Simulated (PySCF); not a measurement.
ClH₂NTe, SMILES N[Te]Cl.

Geometry optimised at r2SCAN-D4/def2-TZVP. The def2 effective core potentials stand for the cores of Te; spin–orbit coupling is left out. One conformer was computed; it need not be the lowest.

Calculation: TDA-ωB97X/def2-SVPD (PySCF).

Vertical excitations. Isolated molecule, no solvent. State labels are in the subgroup Cs.

Computed lowest excited states:
```tsv
state	symmetry	energy (eV)	λ (nm)	f	main pairs
S1	A"	2.87	432	0.000	HOMO→LUMO 97 %
S2	A"	4.18	296	0.004	HOMO→LUMO+1 86 %
S3	A'	5.63	220	0.019	HOMO−1→LUMO 59 %, HOMO−2→LUMO 35 %
S4	A"	6.06	205	0.095	HOMO→LUMO+2 78 %, HOMO−3→LUMO 15 %
S5	A"	6.18	201	0.039	HOMO−3→LUMO 80 %, HOMO→LUMO+2 13 %
S6	A'	6.24	199	0.022	HOMO−1→LUMO+1 46 %, HOMO−2→LUMO 28 %, HOMO−1→LUMO 17 %
S7	A'	6.51	191	0.132	HOMO−1→LUMO+1 32 %, HOMO−2→LUMO 20 %, HOMO−2→LUMO+1 20 %, HOMO−1→LUMO 13 %
S8	A"	7.02	177	0.022	HOMO→LUMO+3 78 %
S9	A'	7.03	176	0.093	HOMO→LUMO+4 95 %
S10	A"	7.45	166	0.002	HOMO→LUMO+5 76 %
T1	A"	2.14	580	0	HOMO→LUMO 96 %
T2	A"	3.44	361	0	HOMO→LUMO+1 82 %, HOMO→LUMO+5 13 %
T3	A'	4.87	254	0	HOMO−1→LUMO 89 %
T4	A'	5.07	245	0	HOMO−2→LUMO 92 %
```
Triplets are in the Tamm–Dancoff approximation.
